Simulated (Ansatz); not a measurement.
Gas-phase electronic energies from Ansatz, PBE0-D4/def2-TZVP geometries. CCSD(T)/CBS adds triple-zeta CCSD(T) − MP2 to the extrapolated MP2 energy (def2 sets, frozen cores). This one scheme is used for every species, atoms too. DFT in def2-TZVPP. B3LYP here is the variant with VWN-RPA as its local correlation; programs differ in this. No spin–orbit coupling; open shells (•) take unrestricted orbitals. Spin–orbit coupling would lower the free atoms: a little for F. Elements past krypton have def2 core potentials. Bonds to Sn are less sure, by a few kJ/mol each and by 10 to 20 or more in all where they break to atoms, as the def2 sets lack core-valence functions. One conformer a species, not always the lowest.

`[NH2][SnH]([NH2])[NH2]` + F• → `[NH2][Sn]([NH2])[NH2]`• + H–F  (hydrogen abstraction from the Sn–H bond)

```tsv
level	ΔE (kcal/mol)
PBE-D4	-76.2
r2SCAN	-70.1
B3LYP	-69.5
MP2/def2-TZVPP	-68.9
HF/def2-QZVPP	-37.0
SCS-MP2/def2-QZVPP	-65.9
MP2/CBS(def2)	-72.4
CCSD/CBS(def2)	-63.9
```

Problem. What does CCSD(T)/CBS give? (Best estimate.)

Solution. Computed: -66.3 kcal/mol. The listed levels differ from it by -9.9, -3.8, -3.2, -2.6, 29.3, 0.4, -6.1, 2.4 kcal/mol.

Largest T1 diagnostic among the species: 0.018.

In def2-TZVPP, CCSD(T) changes the Hartree–Fock value by −26.5 kcal/mol (the triples alone add −2.4 kcal/mol) and MP2 by −32.5 kcal/mol. From PBE to PBE0 (25 % exact exchange), in def2-TZVPP and without D4, ΔE moves by +9.6 kcal/mol.

CCSD(T)/CBS has its own doubt, a few kJ/mol and more with outer-core shells, so smaller differences from it don't rank the levels.
